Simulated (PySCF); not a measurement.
Partial charges of `C=NC[Si]([SiH3])([SiH3])CF`

C3H12FNSi3.
Structure used (GFN2-xTB), in Å, numbered top down from 1:
```
atom  x, y, z in Å
C1     2.7268   -0.9952   -0.7089
N2     1.9681   -0.8883    0.2843
C3     1.3774    0.3529    0.6186
Si4   -0.5089    0.2230    0.1676
Si5   -1.5599    2.1639    0.9487
Si6   -0.7001   -0.4698   -2.0585
C7    -1.0975   -1.2588    1.2687
F8    -2.4213   -1.5435    0.9736
H9     3.1216   -1.9690   -0.9554
H10    3.0278   -0.1558   -1.3468
H11    1.4834    0.4985    1.6945
H12    1.8350    1.2087    0.0985
H13   -1.1407    3.3340    0.1692
H14   -3.0145    2.0694    0.8304
H15   -1.2667    2.4790    2.3530
H16   -2.0479   -0.2035   -2.5659
H17    0.2284    0.2803   -2.9148
H18   -0.4174   -1.8902   -2.2813
H19   -1.0657   -1.0498    2.3414
H20   -0.5332   -2.1751    1.0802
```

Density: PBE0/pcSseg-1 (PySCF); schemes: Mulliken, IAO, Hirshfeld and ESP-fitted. The structure is a single GFN2-xTB conformer in the gas phase; no vibrational or solvent corrections.

Problem. At which atom do the 4 schemes differ most?

Solution. At C3: from -0.397 (IAO) to +0.076 e (ESP-fitted), 0.473 e apart.

Problem. Do the Mulliken, IAO, Hirshfeld and ESP-fitted schemes agree on where the charge is lowest?

Solution. The schemes don't all agree: Mulliken N2 (-0.400); IAO C3 (-0.397); Hirshfeld N2 (-0.135); ESP-fitted N2 (-0.480).

Problem. Give the atomic charges in each scheme.

Solution. In e:

| atom | environment | Mulliken | IAO | Hirshfeld | ESP-fitted |
| --- | --- | --- | --- | --- | --- |
| C1 | imine carbon | -0.007 | -0.140 | -0.002 | +0.120 |
| N2 | imine nitrogen | -0.400 | -0.248 | -0.135 | -0.480 |
| C3 | sp3 carbon bound to nitrogen | -0.300 | -0.397 | -0.114 | +0.076 |
| Si4 | four-coordinate silicon | +0.144 | +0.463 | +0.214 | +0.091 |
| Si5 | SiH3 silicon | +0.281 | +0.288 | +0.214 | +0.160 |
| Si6 | SiH3 silicon | +0.272 | +0.293 | +0.209 | +0.245 |
| C7 | sp3 C–F carbon | -0.087 | -0.207 | -0.069 | +0.022 |
| F8 | alkyl fluorine | -0.349 | -0.333 | -0.133 | -0.236 |
| H9 | hydrogen on a C=N carbon | +0.125 | +0.155 | +0.053 | +0.073 |
| H10 | hydrogen on a C=N carbon | +0.091 | +0.105 | +0.042 | +0.056 |
| H11 | methylene hydrogen | +0.160 | +0.162 | +0.045 | +0.077 |
| H12 | methylene hydrogen | +0.123 | +0.115 | +0.029 | +0.034 |
| H13 | Si–H hydrogen | -0.062 | -0.099 | -0.077 | -0.071 |
| H14 | Si–H hydrogen | -0.044 | -0.089 | -0.070 | -0.043 |
| H15 | Si–H hydrogen | -0.060 | -0.092 | -0.069 | -0.058 |
| H16 | Si–H hydrogen | -0.050 | -0.091 | -0.072 | -0.070 |
| H17 | Si–H hydrogen | -0.065 | -0.101 | -0.078 | -0.092 |
| H18 | Si–H hydrogen | -0.044 | -0.085 | -0.067 | -0.052 |
| H19 | methylene hydrogen | +0.129 | +0.144 | +0.041 | +0.081 |
| H20 | methylene hydrogen | +0.145 | +0.158 | +0.040 | +0.066 |

Mean size of the charges over all atoms: IAO 0.188 e, Mulliken 0.147 e, ESP-fitted 0.110 e, Hirshfeld 0.089 e. Each set sums to the total charge, 0, to within 0.001 e. The Mulliken scheme counts on each atom the diagonal of the density matrix times the overlap matrix over that atom's basis functions. The Hirshfeld scheme weights the molecular density at each point by an atom's share of the summed free-atom densities.

Problem. How many electrons does the Hirshfeld scheme count on C1?

Solution. Z − q = 6 − (-0.002) = 6.002.

Problem. Sum the charges by element, for elements with more than one atom.

Solution. 
| element | atoms | Mulliken | IAO | Hirshfeld | ESP-fitted |
| --- | --- | --- | --- | --- | --- |
| C | 3 | -0.394 | -0.745 | -0.184 | +0.218 |
| Si | 3 | +0.697 | +1.044 | +0.637 | +0.496 |
| H | 12 | +0.446 | +0.281 | -0.184 | +0.002 |

These values come from a run that also computed NMR shieldings. On one thread of an Arm Neoverse N1, no GPU (shared host), this took 89 s wall (grids of density and orbitals included) and 0.94 GiB of memory at its peak.
